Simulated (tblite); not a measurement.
Compound: C8H16N2.
Structure used (GFN2-xTB), in Å, numbered top down from 1:
```
atom  x, y, z in Å
C1     3.1541    1.1594   -0.2947
C2     1.9121    0.7654   -0.5640
N3     0.9157    0.5289    0.3427
C4     1.1265    0.7229    1.7567
N5    -0.3241    0.1364   -0.1564
C6    -1.3611    1.1481   -0.0053
C7    -2.4875    0.9168   -1.0038
C8    -0.7257   -1.1715    0.2775
C9     0.1890   -2.3143   -0.0361
C10   -1.1053   -2.1745   -0.7745
H11    3.5099    1.3396    0.7028
H12    3.8582    1.3106   -1.0913
H13    1.5893    0.5948   -1.5817
H14    0.2113    0.4830    2.2936
H15    1.3991    1.7606    1.9744
H16    1.9252    0.0698    2.1204
H17   -0.8903    2.1153   -0.1990
H18   -1.7770    1.1657    1.0176
H19   -3.2023    1.7341   -0.9521
H20   -3.0057   -0.0136   -0.7902
H21   -2.0844    0.8654   -2.0110
H22   -1.2747   -1.2145    1.2216
H23    1.0995   -2.0830   -0.5664
H24    0.2925   -3.1022    0.6942
H25   -1.9051   -2.8671   -0.5593
H26   -1.0602   -1.8534   -1.8024
```

All values are computed: GFN2-xTB (tblite) harmonic vibrations without scaling, gas phase. Errors from tens to a few hundred cm⁻¹ against measured bands are possible. One conformer, not necessarily the lowest. The optimisation stopped once no atom felt more than 0.01 eV/Å.

Lowest wavenumbers of the output (negative numbers stand for imaginary wavenumbers):
```
mode    cm-1
  1     -79.6
  2      65.6
  3      67.2
  4      80.9
  5     141.9
  6     148.4
  7     187.7
  8     205.7
```

Is this structure a minimum?

No. 1 mode is imaginary beyond 20i (80i cm⁻¹), so at this level the point lies at or near a first-order saddle.

Which atoms move in the imaginary mode?

80i: N3 (hydrazine nitrogen) 23 %, C1 (terminal =CH2 carbon) 21 %. These are shares of the mass-weighted motion.

What is the remedy?

Step along that mode in both directions, optimise again with tighter thresholds and repeat the frequencies. The zero-point energy of this point (142.2 kcal/mol) counts the 71 real modes alone, and thermal corrections from it aren't those of a minimum.
